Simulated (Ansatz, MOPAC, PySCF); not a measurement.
Ligands exchanged one at a time, B H-SH. Isolated molecules, 0 K electronic values unless said otherwise. One relaxed conformer stands for each flexible species; it need not be the lowest. Strings in code marks are SMILES.

Quantity: redistribution energy (mixed species minus the weighted end members), in kJ/mol. Semi-empirical values (MOPAC) are differences of heats of formation.

Level 1: frozen-core CCSD(T)/cc-pVQZ // B3LYP-D3(BJ)/def2-TZVP (Ansatz, a program for electronic structure)
Level 2: BP86/6-31G* // B3LYP-D3(BJ)/def2-TZVP (PySCF)
Level 3: HF/6-31G* // B3LYP-D3(BJ)/def2-TZVP (PySCF)
Level 4: PM7 // B3LYP-D3(BJ)/def2-TZVP (MOPAC)

| species | level 1 | level 2 | level 3 | level 4 |
|---|---|---|---|---|
| 1 of 3 H replaced by SH: `BS` | -28.22 | -36.20 | -26.48 | -7.54 |
| 2 of 3 H replaced by SH: `SBS` (H–S–B–S torsion 0°, S–B–S–H torsion 0°) | -23.88 | -32.82 | -24.93 | -12.04 |
